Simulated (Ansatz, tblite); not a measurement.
Removing and adding an electron: Hf(OH)4 (HfO4H4). Charge 0, multiplicity 1. Geometry: PBE0-D4/def2-SVP. Ansatz, gas phase; energy differences of separate SCF runs; the oxidised species was run as a doublet alone; the reduced species was run as a doublet alone.

Cartesian coordinates in Å:
```
Hf 0.000 0.000 0.000
O -0.059 1.873 -0.468
H -0.097 2.796 -0.700
O 0.868 -0.989 -1.413
H 1.299 -1.469 -2.115
O -1.799 -0.660 0.239
H -2.685 -0.988 0.365
O 0.990 -0.223 1.643
H 1.484 -0.339 2.449
```

In the def2 sets Hf takes a core potential; there is no spin–orbit coupling. The xTB rows come from tblite. HOMO above LUMO, or a gap near zero within one spin, warns that the state may not be the lowest or that an electron is smeared out.

Question: Estimate orbital energies and vertical ionisation energies and electron affinities at: GFN1-xTB; GFN2-xTB; PBE-D4/def2-TZVP; PBE-D4/def2-TZVPD; r2SCAN-D4/def2-TZVP; r2SCAN-D4/def2-TZVPD; PBE0-D4/def2-TZVP; PBE0-D4/def2-TZVPD.

Answer: 
| level | −HOMO (eV) | vertical IE (eV) | −LUMO (eV) | vertical EA (eV) | HOMO–LUMO gap (eV) | IE − EA (eV) | remarks |
| --- | --- | --- | --- | --- | --- | --- | --- |
| GFN1-xTB | 12.47 | 15.70 | 7.28 | 3.70 | 5.19 | 12.00 | – |
| GFN2-xTB | 11.07 | 14.17 | 6.08 | 3.55 | 5.00 | 10.62 | – |
| PBE-D4/def2-TZVP | 6.73 | 9.69 | 0.58 | – | 6.15 | – | gap within one spin near zero (+1 doublet) |
| PBE-D4/def2-TZVPD | 6.91 | – | 0.91 | -0.48 | 6.00 | – | HOMO above zero (-1 doublet) |
| r2SCAN-D4/def2-TZVP | 7.12 | 9.95 | -0.04 | – | 7.17 | – | – |
| r2SCAN-D4/def2-TZVPD | 7.25 | – | 0.30 | -0.69 | 6.94 | – | HOMO above zero (-1 doublet) |
| PBE0-D4/def2-TZVP | 8.42 | 10.42 | -0.13 | – | 8.55 | – | – |
| PBE0-D4/def2-TZVPD | 8.56 | – | 0.27 | -0.66 | 8.30 | – | HOMO above zero (-1 doublet) |

   A HOMO above zero means that the electron is unbound at that level or that self-interaction error raises the level; the energy of removing that electron tells which. Raw xTB energy differences between charge states are shifted by several eV; the methods need an empirical correction for them. A negative affinity means that the extra electron isn't bound; its size then hangs on the basis.
